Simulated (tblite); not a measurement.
Species: C₅H₅N₃.
Atom-mapped SMILES: `[H]/[N:1]=[CH:2]\[c:3]1[n:4][cH:5][cH:6][cH:7][n:8]1` (hydrogens: H9 on N1; H10 on C2; H11 on C5; H12 on C6; H13 on C7)

Computed with GFN2-xTB (tblite), gas phase: Langevin dynamics at 400 K from the optimised GFN2-xTB geometry, time step 0.5 fs, friction 0.01 fs⁻¹, 2000 steps. The instantaneous temperature is 2·E(kin)/(3Nk) with all 3N coordinates.

| t (fs) | T (K) | E(pot) above start (eV) | N1=C2 (Å) | C2–C3 (Å) | C3–N4 (Å) | N4–C5 (Å) | C5–C6 (Å) | N1–H9 (Å) | N1–C2–C3–N4 (°) |
| --- | --- | --- | --- | --- | --- | --- | --- | --- | --- |
| 0 | 333 | 0.000 | 1.256 | 1.476 | 1.329 | 1.320 | 1.389 | 1.022 | 180 |
| 50 | 336 | 0.298 | 1.243 | 1.487 | 1.301 | 1.307 | 1.363 | 1.047 | 164 |
| 100 | 269 | 0.460 | 1.250 | 1.461 | 1.290 | 1.315 | 1.380 | 1.080 | 173 |
| 150 | 292 | 0.356 | 1.286 | 1.474 | 1.305 | 1.296 | 1.382 | 1.022 | -169 |
| 200 | 412 | 0.461 | 1.221 | 1.479 | 1.332 | 1.322 | 1.383 | 1.043 | -162 |
| 250 | 401 | 0.450 | 1.238 | 1.477 | 1.367 | 1.327 | 1.414 | 1.015 | -171 |
| 300 | 462 | 0.518 | 1.278 | 1.463 | 1.307 | 1.314 | 1.412 | 0.992 | -174 |
| 350 | 464 | 0.529 | 1.235 | 1.511 | 1.327 | 1.331 | 1.365 | 0.996 | -155 |
| 400 | 390 | 0.738 | 1.300 | 1.497 | 1.338 | 1.350 | 1.409 | 0.982 | -153 |
| 450 | 458 | 0.681 | 1.223 | 1.506 | 1.371 | 1.319 | 1.467 | 0.981 | -165 |
| 500 | 517 | 0.652 | 1.264 | 1.464 | 1.363 | 1.350 | 1.372 | 1.007 | -165 |
| 550 | 428 | 0.794 | 1.250 | 1.483 | 1.371 | 1.373 | 1.439 | 1.018 | 166 |
| 600 | 428 | 0.440 | 1.289 | 1.426 | 1.332 | 1.339 | 1.395 | 0.996 | 163 |
| 650 | 383 | 0.743 | 1.207 | 1.472 | 1.346 | 1.336 | 1.365 | 1.045 | 168 |
| 700 | 258 | 0.695 | 1.300 | 1.499 | 1.332 | 1.344 | 1.384 | 1.042 | -171 |
| 750 | 358 | 0.469 | 1.254 | 1.461 | 1.308 | 1.345 | 1.357 | 1.020 | 173 |
| 800 | 462 | 0.459 | 1.263 | 1.434 | 1.289 | 1.302 | 1.436 | 1.025 | 147 |
| 850 | 274 | 0.660 | 1.244 | 1.550 | 1.397 | 1.288 | 1.432 | 1.018 | 139 |
| 900 | 621 | 0.384 | 1.271 | 1.475 | 1.342 | 1.304 | 1.380 | 1.027 | 150 |
| 950 | 427 | 0.715 | 1.255 | 1.501 | 1.327 | 1.373 | 1.381 | 1.001 | -166 |
| 1000 | 372 | 0.876 | 1.258 | 1.450 | 1.262 | 1.381 | 1.343 | 0.977 | -163 |

Question: From 500 fs on, how do temperature and potential energy compare with equipartition?

Answer: The mean temperature of these 11 frames is 412 K against the target 400 K, and the mean potential energy 0.63 eV against 33 × kT/2 = 0.57 eV for 33 classical harmonic modes. For 13 atoms in a canonical ensemble the temperature itself scatters by T·√(2/(3N)) = 91 K; here its standard deviation is 98 K. The whole run lasts only 10 friction times of 100 fs, so these averages carry a wide statistical error.

Question: What are the kinetic and total energies of the listed frame with the highest potential energy?

Answer: The one at 1000 fs, 0.876 eV above the start. Its kinetic energy is 3NkT/2 = 0.625 eV at 372 K, so the sum is 1.50 eV; over the listed frames the sum runs from 0.56 to 1.52 eV, since the thermostat adds and removes energy.

Question: How much do the listed bonds fluctuate from 500 fs on?

Answer: 
| bond | at the start (Å) | mean (Å) | standard deviation (Å) |
| --- | --- | --- | --- |
| N1=C2 | 1.256 | 1.260 | 0.023 |
| C2–C3 | 1.476 | 1.474 | 0.033 |
| C3–N4 | 1.329 | 1.334 | 0.036 |
| N4–C5 | 1.320 | 1.339 | 0.029 |
| C5–C6 | 1.389 | 1.389 | 0.031 |
| N1–H9 | 1.022 | 1.016 | 0.019 |

The motion is classical and holds no zero-point motion.

What follows is the cost of the whole dynamics run. The run took 9.7 s wall on one thread, Arm Neoverse V1 (aarch64), no GPU, shared host with 32 logical CPUs at a one-minute load of 12, and the process peaked at 0.19 GiB of memory.
